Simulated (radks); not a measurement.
Results of a calculation; reference values are marked as such.
Effect of the nuclear size on the germanium ion Ge2+, [Ar] 3d10 4s2. Level of theory: Dirac Kohn-Sham, PBE, spin-unpolarised, spherical densities, finite nucleus; Fermi nuclear charge, rms radius 4.0742 fm (a radial shooting solver on a logarithmic mesh with Libxc functionals). The rms radius is varied about that value; shifts are against it.

[
 {"rms radius (fm)": "3.3897", "total energy shift (eV)": "-0.105", "density at nucleus (e/bohr^3)": "3.21e+04", "1s1/2 shift (meV)": "-44.5", "2s1/2 shift (meV)": "-4.33", "2p1/2 shift (meV)": "0.360", "3s1/2 shift (meV)": "-0.639", "3p1/2 shift (meV)": "0.072", "4s1/2 shift (meV)": "-0.049"},
 {"rms radius (fm)": "3.8746", "total energy shift (eV)": "-0.0324", "density at nucleus (e/bohr^3)": "3.183e+04", "1s1/2 shift (meV)": "-13.8", "2s1/2 shift (meV)": "-1.34", "2p1/2 shift (meV)": "0.111", "3s1/2 shift (meV)": "-0.198", "3p1/2 shift (meV)": "0.022", "4s1/2 shift (meV)": "-0.015"},
 {"rms radius (fm)": "4.0742", "total energy shift (eV)": "0", "density at nucleus (e/bohr^3)": "3.173e+04", "1s1/2 shift (meV)": "0.000", "2s1/2 shift (meV)": "0.000", "2p1/2 shift (meV)": "0.000", "3s1/2 shift (meV)": "0.000", "3p1/2 shift (meV)": "0.000", "4s1/2 shift (meV)": "0.000"},
 {"rms radius (fm)": "4.3227", "total energy shift (eV)": "0.0425", "density at nucleus (e/bohr^3)": "3.161e+04", "1s1/2 shift (meV)": "18.0", "2s1/2 shift (meV)": "1.76", "2p1/2 shift (meV)": "-0.146", "3s1/2 shift (meV)": "0.259", "3p1/2 shift (meV)": "-0.029", "4s1/2 shift (meV)": "0.020"},
 {"rms radius (fm)": "5.052", "total energy shift (eV)": "0.181", "density at nucleus (e/bohr^3)": "3.13e+04", "1s1/2 shift (meV)": "76.7", "2s1/2 shift (meV)": "7.47", "2p1/2 shift (meV)": "-0.621", "3s1/2 shift (meV)": "1.10", "3p1/2 shift (meV)": "-0.124", "4s1/2 shift (meV)": "0.085"}
]

Slopes of the eigenvalues against <r^2> in GHz/fm^2, as finite differences over the two radii next to the reference (eigenvalue slopes, not the field-shift constants of lines): 1s1/2 2090, 2s1/2 204, 2p1/2 -16.9, 3s1/2 30.1, 3p1/2 -3.37, 4s1/2 2.33.
